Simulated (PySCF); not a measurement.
# Pt+: ionisation energy

Pt+ [Xe] 4f14 5d9 (2D) → Pt(2+) [Xe] 4f14 5d8 (3F), as a difference of total energies. Computed with PySCF 2.14 in def2-TZVP with the def2 core potential (60 electrons), with scalar relativity through the core potential. Correlated levels: valence: 5s2 5p6 frozen. The calculations carry no spin-orbit coupling.

| method | ionisation energy (eV) |
| --- | --- |
| UHF | 16.924 |
| MN15 | 19.309 |
| PBE | 19.141 |
| MP2 (valence) | 18.414 |
| SCS-MP2 (valence) | 18.305 |

Q: How much does correlation contribute at MP2 (valence)?

A: 18.414 − (16.924) = 1.490 eV, measured against UHF.

The reference lies between the lowest fine-structure levels, while these numbers refer to the centres of the terms.

Errors of the correlated levels include the incompleteness of this basis and the frozen core.

For comparison: 18.56 ± 0.12 eV (measured; NIST Atomic Spectra Database, ionization energies).
